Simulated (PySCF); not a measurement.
Predicted microwave data (PBE0/def2-SVPD in PySCF (dipole) on a GFN2-xTB geometry, gas phase) for one isomer of C6H9NO:

- Rotational constants: A = 2823, B = 1431, C = 1024 MHz
- Dipole components: |μa| = 0.46 D, |μb| = 3.13 D, |μc| = 1.31 D
- Inertial defect: -38.45 u·Å²
- κ: -0.55

Question: Which structure is it? (One computed conformer of each.)
A. `[CH3:1][C:2](=[O:3])[N:4]1[CH2:5][CH:6]=[CH:7][CH2:8]1` with C1–C2–N4–C5 180°
B. `[CH2:1]=[CH:2][CH:3]([CH:4]=[CH2:5])[C:6]([NH2:7])=[O:8]` with C1–C2–C3–C4 -118°, C2–C3–C4–C5 118°, C2–C3–C6–N7 -121°, C3–C6–N7–H 180° and 0°
C. `[CH2:1]=[C:2]([CH3:3])[C:4](=[CH2:5])[C:6]([NH2:7])=[O:8]` with C1–C2–C4–C5 -145°, C2–C4–C6–N7 35°, C4–C6–N7–H 179° and -5°
D. `[CH:1]#[C:2][CH2:3][C:4](=[O:5])[NH:6][CH2:7][CH3:8]` with C2–C3–C4–O5 -149°, C3–C4–N6–C7 -176°, C4–N6–C7–C8 112°

Answer: D. It is C#CCC(=O)NCC, an asymmetric top, point group C1. The candidates at the same level (rigid rotor, commonest isotopes):

```tsv
SMILES	A (MHz)	B (MHz)	C (MHz)	μa (D)	μb (D)	μc (D)	Δ (u·Å²)	point group	rotor
C=CC(C=C)C(N)=O	2165	1785	1261	0.42	0.00	3.55	-115.86	Cs	asymmetric top
CC(=O)N1CC=CC1	4417	1646	1227	2.94	2.89	0.00	-9.47	Cs	asymmetric top
C#CCC(=O)NCC	2823	1431	1024	0.46	3.13	1.31	-38.45	C1	asymmetric top
C=C(C)C(=C)C(N)=O	3292	1643	1250	3.11	1.76	1.66	-56.86	C1	asymmetric top
```

`C=C(C)C(=C)C(N)=O` has C 22 % too high; `C=CC(C=C)C(N)=O` has B 25 % too high; `CC(=O)N1CC=CC1` has A 56 % too high. No structure here is proved a minimum.
